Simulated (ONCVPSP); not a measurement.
# Before and after: ONCV potential for Lu

* Element: Lu
* Generator: ONCVPSP 4.0.1
* Type: optimised norm-conserving Vanderbilt (ONCV)
* Functional: LDA (Perdew-Wang 92)
* Relativity: fully relativistic
* Frozen core: [Kr] 4d10
* Valence charge: 25
* Reference configuration: 4f13 5s2 5p6 5d2 6s2
* Partial waves: 5s+6s: rc 2.15 bohr, ncon 4, nbas 8, qcut 5.1 1/bohr, 2 projectors; 5p: rc 1.30 bohr, ncon 4, nbas 8, qcut 6.2 1/bohr, 2 projectors, debl 2.4 Ha; 5d: rc 1.90 bohr, ncon 4, nbas 9, qcut 5.9 1/bohr, 2 projectors, debl 0.8 Ha; 4f: rc 1.10 bohr, ncon 3, nbas 7, qcut 15.7 1/bohr, 1 projector
* Local potential: polynomial inside 0.75 bohr (lpopt 5, dvloc0 3 Ha)
* Core correction: Teter function, fcfact 6, rcfact 1.8

Open shells are filled in proportion to 2j + 1.

Change: p: rc 0.98.

Cutoffs: the cutoffs (Ha) at which the residual kinetic energy of the hardest occupied pseudo-wave falls to 1 and 0.1 mHa per electron; they do not see the model core or the augmentation charge, which bear on the density cutoff. Errors are all-electron minus pseudo energies relative to the spin-unpolarised reference configuration.

Q: What does the change do?

A: The potential gets harder (105 Ha and 119 Ha → 209 Ha and 282 Ha); the bound ghosts move from s to p, s; the lowest positive-energy flag moves from p3/2 at 35.8 eV to p1/2 at 76.3 eV; of the 4 tests that both files solve, the error grows in 1 and shrinks in 3 by more than 15 % and 0.3 meV (median size 55.1 → 52.8 meV). A smaller radius makes the pseudo-wave follow the all-electron one further in, where it bends more sharply, so more plane waves are needed.

```tsv
quantity	base	changed
cutoff, loose	105 Ha	209 Ha
cutoff, tight	119 Ha	282 Ha
loose cutoff by channel	s 8.0 Ha, p 73 Ha, d 12 Ha, f 105 Ha	s 8.0 Ha, p 209 Ha, d 12 Ha, f 105 Ha
bound ghosts	s	s, p3/2
GHOST(+) flags under 300 eV	p3/2 at 35.8 eV, p1/2 at 94.6 eV, d5/2 at 195.8 eV, d3/2 at 204.0 eV	p1/2 at 76.3 eV, p3/2 at 122.0 eV, d5/2 at 195.8 eV, d3/2 at 204.0 eV
error for 4f14 5s2 5p6 5d1 6s2, meV [ΔE -10.83 eV]	-18	-39
error for 4f14 5s2 5p6 5d1 6s1, meV [ΔE -3.25 eV]	+26	+5.8
error for 4f14 5s2 5p6 5d1 6s0, meV [ΔE 10.32 eV]	+90	+70
error for 4f14 5s2 5p6 5d1 6s0 6p1, meV [ΔE 1.09 eV]	+84	+66
s: phases at 2.19 bohr within 0.05 rad from the reference energy up to (Ha; the scan ends near 5)	3.9	3.9
d5/2: phases at 1.93 bohr within 0.05 rad from the reference energy up to (Ha; the scan ends near 5)	3.6	3.6
d3/2: phases at 1.93 bohr within 0.05 rad from the reference energy up to (Ha; the scan ends near 5)	3.6	3.6
f7/2: phases at 1.12 bohr within 0.05 rad from the reference energy up to (Ha; the scan ends near 5)	1.9	1.9
f5/2: phases at 1.12 bohr within 0.05 rad from the reference energy up to (Ha; the scan ends near 5)	1.8	1.8
rms error of d²Exc/dni dnj with the model core, mHa	2.09	2.09
```

Base: These tests converged, but a pseudo level misses the all-electron one widely, so the file describes the atom poorly there or has found another state: 4f14 5s2 5p6 5d1 6s0 6p1: empty 6s by 5.4 eV. Changed file: These tests converged, but a pseudo level misses the all-electron one widely, so the file describes the atom poorly there or has found another state: 4f14 5s2 5p6 5d1 6s0 6p1: empty 6s by 5.4 eV. A true bound ghost makes a file unfit for plane-wave use even where its test errors are small: the radial tests pick states by their node count and pass the ghost by.
